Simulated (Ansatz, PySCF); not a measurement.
The pair A = HBr (SMILES Br) (first 2 atoms), B = CH6Si (SMILES C[SiH3]); geometry from B3LYP-D3(BJ)/def2-TZVP.
(charge 0, multiplicity 1):
```json
[
 {"atom": "Br", "x (Å)": "-1.4292", "y (Å)": "0.0606", "z (Å)": "-0.1713"},
 {"atom": "H", "x (Å)": "-0.3033", "y (Å)": "-0.1662", "z (Å)": "0.6813"},
 {"atom": "C", "x (Å)": "-0.9707", "y (Å)": "0.4632", "z (Å)": "3.7466"},
 {"atom": "Si", "x (Å)": "0.7960", "y (Å)": "-0.0978", "z (Å)": "3.4851"},
 {"atom": "H", "x (Å)": "-1.1539", "y (Å)": "0.6741", "z (Å)": "4.8018"},
 {"atom": "H", "x (Å)": "-1.6763", "y (Å)": "-0.3048", "z (Å)": "3.4257"},
 {"atom": "H", "x (Å)": "-1.1814", "y (Å)": "1.3696", "z (Å)": "3.1768"},
 {"atom": "H", "x (Å)": "1.7616", "y (Å)": "0.9485", "z (Å)": "3.8957"},
 {"atom": "H", "x (Å)": "1.0379", "y (Å)": "-0.3844", "z (Å)": "2.0428"},
 {"atom": "H", "x (Å)": "1.0849", "y (Å)": "-1.3417", "z (Å)": "4.2367"}
]
```

Cores are frozen in the correlated methods. Filled d and f shells under p-block atoms count as core. CBS: X⁻³ extrapolation of the correlation energy, Hartree–Fock from the larger set. MP2 and its Hartree–Fock in def2-TZVPPD are density fitted.

Programs: Ansatz (a first-principles code); PySCF for the dispersion terms. Each number belongs to the level named beside it.

The monomers are drawn apart, rigid, along the line of their centres of mass. Counterpoise-corrected interaction energies (kcal/mol):

| level | R = 4.844 Å | R = 5.614 Å |
|---|---|---|
| PBE/def2-TZVPPD | -0.8196 | -0.3440 |
| PBE-D3(BJ)/def2-TZVPPD | -1.4580 | -0.6260 |
| wB97M-V/def2-TZVPPD | -1.0554 | -0.4791 |
| MP2/CBS(def2-SVPD, def2-TZVPPD) + ΔCCSD(T)/def2-SVPD | -1.0740 | -0.4818 |

**Question.** R is the distance of the centres of mass. Find the local exponent m of E ∝ R⁻ᵐ between the two points.

**Answer.** 
m = ln(E₁/E₂)/ln(R₂/R₁): PBE/def2-TZVPPD 5.9; PBE-D3(BJ)/def2-TZVPPD 5.7; wB97M-V/def2-TZVPPD 5.4; MP2/CBS(def2-SVPD, def2-TZVPPD) + ΔCCSD(T)/def2-SVPD 5.4. For scale, two fixed dipoles give m = 3, dipole and quadrupole 4, quadrupoles 5, and dispersion or dipole-induced dipole 6 at long range; at these distances several terms mix, and what is left of overlap and damping shifts m, so it need not match one of them.
